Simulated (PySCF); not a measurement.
**A small calculation by hand: chemical shift, span and skew from a shielding tensor**

CH7F2NSi2, SMILES N[Si@H](F)C[SiH2]F. Atoms are numbered in the order given.

```xyz
13

N      1.4703    -0.3480    -0.8925
Si     1.1349     0.4180     0.5959
F      1.7359    -0.3740     1.8938
C     -0.7210     0.4973     0.8259
Si    -1.7138     0.3030    -0.7352
F     -1.3310    -1.1489    -1.3922
H      0.8942    -1.1159    -1.2226
H      2.3960    -0.3555    -1.3031
H      1.7992     1.7474     0.6145
H     -0.9849     1.4575     1.3025
H     -1.0196    -0.2942     1.5352
H     -3.1780     0.2655    -0.4579
H     -1.4134     1.3587    -1.7403
```

Geometry: PBE0-D3(BJ)/def2-SVP. The structure was generated by enumeration; whether it is a known compound was not checked. Other conformers were not sampled.

GIAO shieldings from PBE/pcSseg-1 in PySCF, non-relativistic, no solvent. The symmetric part of the tensor of N1 has the principal values 185.5, 209.1, 244.3 ppm. The same nucleus in NH3 has σ = 267.0 ppm at this level (PySCF, at its B3LYP-D3(BJ)/def2-TZVP geometry).

Task: Work out the isotropic shielding, the ¹⁵N shift against NH3, the span and the skew.

Result: 
σ(iso) = (σ11 + σ22 + σ33)/3 = 213.0 ppm. δ = σ(ref) − σ(iso) = 267.0 − (213.0) = 54.0 ppm.
Span Ω = σ33 − σ11 = 58.8 ppm. Skew κ = 3(σ(iso) − σ22)/Ω = 0.20. Tumbling in solution averages the tensor to δ; in a static solid the shielding alone would spread this spin-1/2 line over Ω.
